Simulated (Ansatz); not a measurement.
Relaxation of Ir₂₀ (relaxed from a model of Ir20 flat piece, whose bonding it doesn't keep) with RKS PBE-D4/def2-SVP.

```sh
$ ansatz run in.yaml --threads 4 --pin off --events-out ev --progress --plain --max-ram 66560MiB --backend cuda --devices 0, --max-vram 37GiB
```

```yaml
crystal:
  periodic: [false, false, false]
  atoms:
    - {symbol: Ir, position_ang: [-4.380800, -4.456200, 0.005000]}
    - {symbol: Ir, position_ang: [-3.115500, -2.220700, 0.006700]}
    - {symbol: Ir, position_ang: [-4.394100, 0.008700, 0.005500]}
    - {symbol: Ir, position_ang: [-3.091600, 2.234700, 0.008200]}
    - {symbol: Ir, position_ang: [-4.397000, 4.466100, -0.007200]}
    - {symbol: Ir, position_ang: [-1.797000, -4.468000, -0.004400]}
    - {symbol: Ir, position_ang: [-0.527700, -2.238100, 0.000100]}
    - {symbol: Ir, position_ang: [-1.810100, 0.019400, 0.015100]}
    - {symbol: Ir, position_ang: [-0.556700, 2.205900, -0.002600]}
    - {symbol: Ir, position_ang: [-1.812300, 4.471800, 0.003300]}
    - {symbol: Ir, position_ang: [0.805800, -4.485200, -0.005700]}
    - {symbol: Ir, position_ang: [2.094600, -2.224600, 0.009900]}
    - {symbol: Ir, position_ang: [0.766300, -0.024700, 0.002500]}
    - {symbol: Ir, position_ang: [2.065600, 2.215900, -0.010200]}
    - {symbol: Ir, position_ang: [0.772900, 4.454400, -0.001500]}
    - {symbol: Ir, position_ang: [3.355400, -4.468000, -0.007600]}
    - {symbol: Ir, position_ang: [4.652900, -2.220900, 0.004800]}
    - {symbol: Ir, position_ang: [3.341700, 0.011000, -0.007500]}
    - {symbol: Ir, position_ang: [4.657200, 2.218200, 0.013700]}
    - {symbol: Ir, position_ang: [3.353700, 4.449800, -0.004700]}
basis:
  gaussian: {orbitals: def2-SVP, fitting: {mean_field: def2-universal-jkfit}}
hamiltonian: {xc: pbe, dispersion: d4}
scf: {lower_state_search: "off"}
output: {orbitals: {seedname: orbitals}}
relax: {f_tol: 0.03, max_steps: 70}
```

It took 9.2 min on 4 threads of AMD EPYC 7R13 on a shared host and a share (37 GiB) of an NVIDIA H100 80GB HBM3, peak host memory 1.4 GiB.

Positions (Å) and forces (eV/Å) at steps 1, 2, 3, 4, 5, 6, 7, 8, 9, 10, 11, 12, 13, 14 of 50:

```xyz
20
step=1 energy=-56831.6522 eV
Ir   -4.381   -4.456    0.005    2.000    1.135   -0.034
Ir   -3.115   -2.221    0.007   -0.425   -0.321   -0.057
Ir   -4.394    0.009    0.005    1.152   -0.151   -0.009
Ir   -3.092    2.235    0.008   -0.624    0.338   -0.003
Ir   -4.397    4.466   -0.007    2.051   -1.125    0.035
Ir   -1.797   -4.468   -0.004    0.062    0.685    0.008
Ir   -0.528   -2.238    0.000   -0.596   -0.552   -0.079
Ir   -1.810    0.019    0.015   -0.163   -0.349    0.184
Ir   -0.557    2.206   -0.003   -0.308    0.740   -0.070
Ir   -1.812    4.472    0.003   -0.015   -0.614    0.037
Ir    0.806   -4.485   -0.006   -0.572    0.671    0.025
Ir    2.095   -2.225    0.010    0.332   -0.861    0.123
Ir    0.766   -0.025    0.003   -0.301    0.142   -0.072
Ir    2.066    2.216   -0.010    0.565    0.986   -0.020
Ir    0.773    4.454   -0.002   -0.321   -0.485   -0.065
Ir    3.355   -4.468   -0.008   -0.486    1.519    0.024
Ir    4.653   -2.221    0.005   -1.515    0.036   -0.060
Ir    3.342    0.011   -0.007    1.526   -0.170    0.008
Ir    4.657    2.218    0.014   -1.734   -0.050    0.015
Ir    3.354    4.450   -0.005   -0.629   -1.573    0.011
20
step=2 energy=-56832.7843 eV
Ir   -4.211   -4.367    0.000   -0.081   -0.223   -0.052
Ir   -3.122   -2.214    0.000   -0.471    0.654   -0.243
Ir   -4.308   -0.006    0.005    0.316   -0.071    0.110
Ir   -3.109    2.220    0.009   -0.229   -0.561   -0.167
Ir   -4.222    4.374   -0.003   -0.161    0.188   -0.011
Ir   -1.769   -4.416   -0.005    0.693   -0.606    0.073
Ir   -0.564   -2.244   -0.008    0.439    0.405   -0.297
Ir   -1.803    0.005    0.035    0.505   -0.108    0.719
Ir   -0.579    2.227   -0.010    0.292   -0.328   -0.321
Ir   -1.785    4.423    0.008    0.775    0.466    0.068
Ir    0.756   -4.429   -0.002   -0.395    0.124    0.105
Ir    2.071   -2.235    0.024   -1.282    0.325    0.161
Ir    0.760   -0.015   -0.005    0.041    0.169   -0.136
Ir    2.061    2.233   -0.014   -1.253   -0.298    0.032
Ir    0.742    4.418   -0.010   -0.399   -0.075    0.068
Ir    3.293   -4.359   -0.004    0.123   -0.365   -0.045
Ir    4.545   -2.212   -0.002    0.143    0.442   -0.017
Ir    3.408   -0.001   -0.007    0.589   -0.075   -0.070
Ir    4.532    2.204    0.017    0.275   -0.593    0.076
Ir    3.286    4.342   -0.004    0.081    0.529   -0.053
20
step=3 energy=-56833.3736 eV
Ir   -4.169   -4.385   -0.026   -0.137   -0.072   -0.045
Ir   -3.132   -2.208   -0.063   -0.581    0.298   -0.333
Ir   -4.269   -0.009    0.051    0.304    0.119    0.083
Ir   -3.105    2.209   -0.029   -0.920   -0.314   -0.298
Ir   -4.182    4.380   -0.010   -0.115    0.035   -0.063
Ir   -1.734   -4.438    0.006    0.253   -0.322    0.145
Ir   -0.565   -2.233   -0.086    0.875    0.565   -0.456
Ir   -1.774   -0.002    0.227    0.600   -0.177    1.189
Ir   -0.579    2.220   -0.092    1.007   -0.394   -0.482
Ir   -1.749    4.440    0.020    0.326    0.254    0.185
Ir    0.740   -4.419    0.030   -0.326   -0.091    0.085
Ir    2.015   -2.223    0.064   -0.731    0.196    0.114
Ir    0.764   -0.003   -0.044   -0.351    0.026   -0.166
Ir    2.015    2.230   -0.010   -0.851   -0.267    0.034
Ir    0.729    4.416    0.004   -0.255   -0.006    0.040
Ir    3.272   -4.345   -0.010    0.107   -0.344   -0.027
Ir    4.509   -2.195   -0.005    0.034    0.339   -0.057
Ir    3.422   -0.005   -0.027    0.481    0.010    0.065
Ir    4.504    2.181    0.038    0.133   -0.297   -0.002
Ir    3.271    4.336   -0.017    0.146    0.442   -0.010
20
step=4 energy=-56833.7583 eV
Ir   -4.159   -4.375   -0.039   -0.121   -0.060   -0.054
Ir   -3.142   -2.193   -0.117   -0.030    0.400   -0.059
Ir   -4.235   -0.006    0.079    0.091    0.114   -0.074
Ir   -3.128    2.193   -0.076   -0.302   -0.429   -0.093
Ir   -4.169    4.372   -0.023   -0.081    0.033   -0.082
Ir   -1.728   -4.429    0.024    0.026   -0.146    0.111
Ir   -0.546   -2.212   -0.161    0.371    0.428   -0.171
Ir   -1.742   -0.008    0.420    0.510   -0.118    0.449
Ir   -0.562    2.200   -0.167    0.449   -0.377   -0.142
Ir   -1.739    4.426    0.047    0.095    0.119    0.207
Ir    0.723   -4.418    0.044   -0.187   -0.013    0.000
Ir    1.992   -2.220    0.083   -0.290    0.126   -0.027
Ir    0.760   -0.001   -0.072   -0.522    0.012    0.008
Ir    1.993    2.226   -0.005   -0.380   -0.167   -0.133
Ir    0.718    4.411    0.008   -0.157   -0.027   -0.085
Ir    3.262   -4.345   -0.012    0.052   -0.234    0.033
Ir    4.491   -2.188   -0.015    0.139    0.132   -0.107
Ir    3.441   -0.003   -0.015    0.055   -0.004    0.202
Ir    4.490    2.179    0.038    0.197   -0.083   -0.050
Ir    3.263    4.341   -0.018    0.083    0.294    0.066
20
step=5 energy=-56833.9732 eV
Ir   -4.172   -4.324   -0.063    0.200    0.198   -0.069
Ir   -3.121   -2.145   -0.150    0.105    0.287   -0.037
Ir   -4.214   -0.001    0.070   -0.570    0.036    0.111
Ir   -3.131    2.142   -0.118    0.092   -0.290   -0.067
Ir   -4.172    4.328   -0.055    0.277   -0.185   -0.153
Ir   -1.738   -4.400    0.061   -0.135   -0.035    0.146
Ir   -0.519   -2.173   -0.226   -0.109   -0.097   -0.078
Ir   -1.702   -0.019    0.610    0.192   -0.092   -0.152
Ir   -0.538    2.156   -0.217   -0.095    0.031   -0.053
Ir   -1.740    4.386    0.128   -0.113   -0.046    0.387
Ir    0.700   -4.406    0.039   -0.142    0.180   -0.062
Ir    1.979   -2.210    0.072    0.489   -0.204   -0.105
Ir    0.735   -0.002   -0.068   -0.052    0.067    0.444
Ir    1.978    2.216   -0.059    0.511    0.163   -0.325
Ir    0.701    4.393   -0.036   -0.109   -0.084   -0.201
Ir    3.252   -4.355   -0.003    0.026    0.127    0.087
Ir    4.490   -2.180   -0.053   -0.134   -0.056   -0.149
Ir    3.443    0.001    0.069   -0.307    0.021    0.186
Ir    4.495    2.183    0.021   -0.104    0.113    0.001
Ir    3.257    4.358    0.001   -0.022   -0.133    0.091
20
step=6 energy=-56834.4344 eV
Ir   -4.177   -4.225   -0.116    0.407    0.298   -0.112
Ir   -3.102   -2.056   -0.216    0.099    0.262    0.090
Ir   -4.272    0.003    0.132   -0.735   -0.108    0.247
Ir   -3.126    2.046   -0.189    0.252   -0.011    0.139
Ir   -4.147    4.238   -0.134    0.691   -0.347   -0.200
Ir   -1.754   -4.348    0.129   -0.064    0.363    0.239
Ir   -0.492   -2.129   -0.299   -0.455   -0.374    0.017
Ir   -1.683   -0.034    0.761   -0.564   -0.053   -0.774
Ir   -0.513    2.102   -0.278   -0.565    0.554   -0.033
Ir   -1.737    4.309    0.308    0.025   -0.646    0.418
Ir    0.673   -4.377    0.025   -0.067    0.208   -0.219
Ir    1.986   -2.207    0.045    0.741   -0.374   -0.197
Ir    0.726    0.001    0.052    0.792    0.197    0.871
Ir    1.989    2.213   -0.191    1.010   -0.120   -0.348
Ir    0.679    4.363   -0.125   -0.292   -0.046   -0.370
Ir    3.251   -4.359    0.024   -0.009    0.328    0.154
Ir    4.488   -2.165   -0.129   -0.272   -0.021   -0.182
Ir    3.436    0.011    0.181   -0.566    0.186    0.117
Ir    4.505    2.190    0.016   -0.172    0.146   -0.001
Ir    3.252    4.374    0.027   -0.256   -0.441    0.144
20
step=7 energy=-56835.1547 eV
Ir   -4.156   -4.157   -0.163    0.145    0.076   -0.251
Ir   -3.101   -1.993   -0.257   -0.025    0.095    0.095
Ir   -4.352    0.003    0.196   -0.474   -0.200    0.210
Ir   -3.124    1.982   -0.219    0.142    0.101    0.230
Ir   -4.084    4.185   -0.207    0.869   -0.263   -0.082
Ir   -1.757   -4.286    0.211    0.014    0.879    0.510
Ir   -0.487   -2.098   -0.329   -0.480    0.168   -0.036
Ir   -1.710   -0.039    0.766   -0.558    0.143   -0.780
Ir   -0.509    2.066   -0.328   -0.718    0.083    0.066
Ir   -1.719    4.215    0.479    0.197   -0.769   -0.122
Ir    0.662   -4.347   -0.022    0.197    0.055   -0.478
Ir    2.003   -2.207    0.007    0.483   -0.099   -0.242
Ir    0.740    0.007    0.227    1.354    0.169    1.055
Ir    2.012    2.205   -0.304    0.596   -0.501   -0.270
Ir    0.659    4.331   -0.232   -0.309    0.002   -0.072
Ir    3.258   -4.344    0.058   -0.108    0.269    0.272
Ir    4.483   -2.147   -0.192   -0.070    0.033   -0.221
Ir    3.427    0.019    0.253   -0.733    0.140    0.016
Ir    4.507    2.194    0.013    0.116    0.124   -0.024
Ir    3.232    4.360    0.067   -0.640   -0.503    0.125
20
step=8 energy=-56835.8676 eV
Ir   -4.125   -4.138   -0.211    0.189   -0.049   -0.238
Ir   -3.111   -1.963   -0.276   -0.097   -0.059   -0.134
Ir   -4.417   -0.003    0.242   -0.010   -0.076    0.236
Ir   -3.127    1.954   -0.214   -0.214    0.123   -0.099
Ir   -4.035    4.167   -0.250    0.807   -0.216    0.019
Ir   -1.748   -4.194    0.318    0.164    1.006    0.417
Ir   -0.492   -2.054   -0.347   -0.319    0.565   -0.006
Ir   -1.749   -0.036    0.710   -0.394    0.141    0.020
Ir   -0.520    2.028   -0.346   -0.421   -0.336    0.215
Ir   -1.704    4.141    0.538    0.348   -0.708   -0.390
Ir    0.660   -4.314   -0.111    0.357   -0.176   -0.398
Ir    2.021   -2.200   -0.040    0.066    0.406   -0.126
Ir    0.774    0.013    0.416    0.809    0.160    0.325
Ir    2.031    2.177   -0.376    0.068   -0.713    0.005
Ir    0.648    4.292   -0.285   -0.073    0.196    0.074
Ir    3.259   -4.322    0.107   -0.402    0.150    0.213
Ir    4.485   -2.136   -0.237    0.103    0.131   -0.142
Ir    3.420    0.022    0.277   -0.271   -0.061    0.009
Ir    4.514    2.191    0.005    0.215   -0.047   -0.126
Ir    3.199    4.324    0.104   -0.925   -0.438    0.126
20
step=9 energy=-56836.4328 eV
Ir   -4.061   -4.138   -0.270    0.519    0.092   -0.063
Ir   -3.125   -1.930   -0.310   -0.353   -0.249   -0.099
Ir   -4.458   -0.009    0.312    0.402   -0.085    0.140
Ir   -3.142    1.923   -0.239   -0.453    0.194   -0.133
Ir   -3.968    4.159   -0.287    0.545   -0.168   -0.005
Ir   -1.718   -4.056    0.452    0.253    0.772   -0.237
Ir   -0.499   -1.978   -0.378   -0.071    0.588    0.401
Ir   -1.787   -0.030    0.715   -0.221    0.103    0.281
Ir   -0.537    1.970   -0.354   -0.021   -0.544    0.392
Ir   -1.674    4.053    0.553    0.350   -0.493   -0.443
Ir    0.657   -4.267   -0.229    0.242   -0.159    0.070
Ir    2.028   -2.166   -0.096   -0.245    0.609   -0.009
Ir    0.801    0.020    0.575    0.119    0.144   -0.512
Ir    2.032    2.119   -0.415   -0.257   -0.817    0.225
Ir    0.635    4.243   -0.337    0.149    0.319    0.225
Ir    3.234   -4.288    0.161   -0.657    0.219   -0.030
Ir    4.490   -2.128   -0.268    0.211    0.095    0.022
Ir    3.425    0.017    0.301    0.200   -0.098   -0.175
Ir    4.520    2.178   -0.042    0.210   -0.144   -0.019
Ir    3.131    4.257    0.177   -0.923   -0.378   -0.031
20
step=10 energy=-56836.8233 eV
Ir   -3.999   -4.164   -0.393    0.907    0.419    0.206
Ir   -3.158   -1.914   -0.307   -0.672   -0.341   -0.102
Ir   -4.467   -0.017    0.451    0.360    0.022   -0.079
Ir   -3.177    1.916   -0.249   -0.825   -0.020   -0.170
Ir   -3.842    4.201   -0.388   -0.208   -0.008   -0.230
Ir   -1.696   -3.924    0.523    0.144   -0.008   -0.643
Ir   -0.523   -1.891   -0.311    0.602    0.280    0.267
Ir   -1.843   -0.007    0.730    0.240   -0.205    0.841
Ir   -0.575    1.896   -0.323    0.911   -0.816   -0.012
Ir   -1.632    3.944    0.504   -0.013    0.387    0.335
Ir    0.679   -4.208   -0.290   -0.152    0.015    0.423
Ir    2.041   -2.095   -0.189   -0.668    0.583    0.064
Ir    0.846    0.034    0.702   -0.680   -0.072   -0.770
Ir    2.016    2.021   -0.416   -0.467   -0.767   -0.100
Ir    0.614    4.180   -0.361    0.490    0.443    0.016
Ir    3.196   -4.223    0.190   -0.744    0.192   -0.133
Ir    4.521   -2.123   -0.278    0.320   -0.004   -0.007
Ir    3.459    0.008    0.257    0.635   -0.099   -0.002
Ir    4.522    2.169   -0.098    0.097    0.036    0.050
Ir    3.003    4.149    0.270   -0.279   -0.035    0.048
20
step=11 energy=-56837.1584 eV
Ir   -3.928   -4.173   -0.441    0.728    0.542    0.212
Ir   -3.191   -1.897   -0.231   -0.443   -0.226   -0.011
Ir   -4.466   -0.011    0.594    0.296    0.082   -0.114
Ir   -3.201    1.885   -0.217   -0.591    0.113   -0.071
Ir   -3.779    4.179   -0.576    0.072   -0.342   -0.013
Ir   -1.668   -3.904    0.525    0.115   -0.114   -0.516
Ir   -0.544   -1.855   -0.332    0.195    0.341    0.339
Ir   -1.826   -0.003    0.840    0.205   -0.154    0.151
Ir   -0.578    1.868   -0.343    0.437   -0.658    0.281
Ir   -1.641    3.917    0.515   -0.165    0.368    0.044
Ir    0.660   -4.150   -0.327   -0.096   -0.197    0.319
Ir    2.028   -2.016   -0.362   -0.356    0.421    0.086
Ir    0.844    0.029    0.656   -0.508   -0.101   -0.615
Ir    2.016    1.971   -0.485   -0.132   -0.498   -0.088
Ir    0.612    4.150   -0.338    0.375    0.286    0.065
Ir    3.112   -4.152    0.203   -0.592    0.323   -0.089
Ir    4.546   -2.124   -0.218    0.201    0.026   -0.044
Ir    3.485    0.001    0.294    0.506   -0.053    0.067
Ir    4.532    2.155   -0.076    0.058    0.095   -0.011
Ir    2.970    4.082    0.344   -0.304   -0.252    0.010
20
step=12 energy=-56837.5585 eV
Ir   -3.856   -4.155   -0.492    0.283    0.375    0.079
Ir   -3.224   -1.874   -0.167    0.061   -0.186   -0.021
Ir   -4.471    0.001    0.700    0.134    0.297   -0.070
Ir   -3.230    1.866   -0.179   -0.354    0.302   -0.024
Ir   -3.745    4.144   -0.739    0.379   -0.631    0.186
Ir   -1.637   -3.914    0.489   -0.075   -0.151   -0.157
Ir   -0.565   -1.826   -0.312    0.022    0.093    0.210
Ir   -1.819   -0.006    0.927    0.122   -0.082   -0.047
Ir   -0.578    1.848   -0.289    0.274   -0.163    0.190
Ir   -1.656    3.939    0.488   -0.466    0.353   -0.126
Ir    0.659   -4.102   -0.335    0.025   -0.252   -0.008
Ir    2.012   -1.910   -0.520    0.071    0.398   -0.091
Ir    0.835    0.021    0.620   -0.183   -0.172   -0.176
Ir    2.020    1.876   -0.588    0.148   -0.341   -0.086
Ir    0.624    4.109   -0.322    0.180    0.173    0.017
Ir    3.028   -4.028    0.258   -0.180    0.455    0.171
Ir    4.578   -2.104   -0.228   -0.300    0.010   -0.097
Ir    3.537   -0.006    0.363    0.373   -0.072    0.104
Ir    4.557    2.130   -0.114   -0.344    0.179   -0.161
Ir    2.916    3.940    0.462   -0.172   -0.585    0.106
20
step=13 energy=-56837.9299 eV
Ir   -3.824   -4.125   -0.517   -0.033    0.149   -0.075
Ir   -3.217   -1.858   -0.141    0.197   -0.058   -0.016
Ir   -4.461    0.020    0.730   -0.004    0.229    0.032
Ir   -3.234    1.865   -0.159   -0.129    0.171   -0.058
Ir   -3.730    4.106   -0.814    0.407   -0.473    0.165
Ir   -1.619   -3.949    0.455   -0.170   -0.296    0.005
Ir   -0.566   -1.828   -0.273    0.070   -0.121    0.246
Ir   -1.806   -0.007    0.966    0.121   -0.111    0.025
Ir   -0.563    1.854   -0.223    0.042    0.086    0.056
Ir   -1.671    3.987    0.462   -0.214    0.277   -0.239
Ir    0.667   -4.093   -0.355   -0.032    0.034   -0.192
Ir    2.002   -1.830   -0.622    0.420    0.125   -0.040
Ir    0.831    0.006    0.615    0.030   -0.069   -0.111
Ir    2.017    1.791   -0.663    0.157    0.040    0.186
Ir    0.633    4.099   -0.321    0.074    0.056    0.073
Ir    2.966   -3.910    0.359    0.050    0.684    0.280
Ir    4.574   -2.089   -0.274   -0.474   -0.236   -0.136
Ir    3.583   -0.008    0.411    0.131   -0.015   -0.117
Ir    4.545    2.122   -0.192   -0.600    0.203   -0.056
Ir    2.855    3.795    0.579   -0.045   -0.674   -0.027
20
step=14 energy=-56838.2385 eV
Ir   -3.827   -4.091   -0.552   -0.085   -0.020   -0.137
Ir   -3.191   -1.850   -0.123    0.237    0.074    0.031
Ir   -4.444    0.031    0.751   -0.017    0.048    0.084
Ir   -3.223    1.855   -0.151    0.112   -0.035    0.049
Ir   -3.703    4.060   -0.863    0.224   -0.101   -0.061
Ir   -1.622   -4.016    0.414   -0.065   -0.238   -0.029
Ir   -0.554   -1.857   -0.201    0.062   -0.253    0.130
Ir   -1.782   -0.010    0.996    0.073   -0.024    0.100
Ir   -0.552    1.869   -0.179   -0.243    0.151    0.056
Ir   -1.676    4.036    0.432    0.074    0.058   -0.216
Ir    0.674   -4.092   -0.387   -0.054   -0.011   -0.124
Ir    2.003   -1.782   -0.690    0.288   -0.141    0.160
Ir    0.838   -0.002    0.603    0.028    0.064   -0.009
Ir    2.008    1.760   -0.687    0.051    0.181    0.243
Ir    0.644    4.108   -0.312    0.009    0.041    0.091
Ir    2.904   -3.790    0.502    0.017    0.849   -0.004
Ir    4.548   -2.104   -0.344   -0.367   -0.431    0.018
Ir    3.619   -0.014    0.389   -0.081    0.044   -0.360
Ir    4.509    2.138   -0.246   -0.285    0.258    0.095
Ir    2.811    3.700    0.672    0.024   -0.515   -0.116
```

In the def2 sets Ir takes a core potential; there is no spin–orbit coupling. Single mean-field runs in def2-SVP are fitted with def2-universal-jkfit. The restricted singlet is unstable towards broken spin symmetry at other levels; at PBE-D4/def2-SVP this wasn't settled. Another isomer (singlet) lies 4.94 eV lower at PBE0-D4/def2-TZVP; other spin states weren't run for this one.
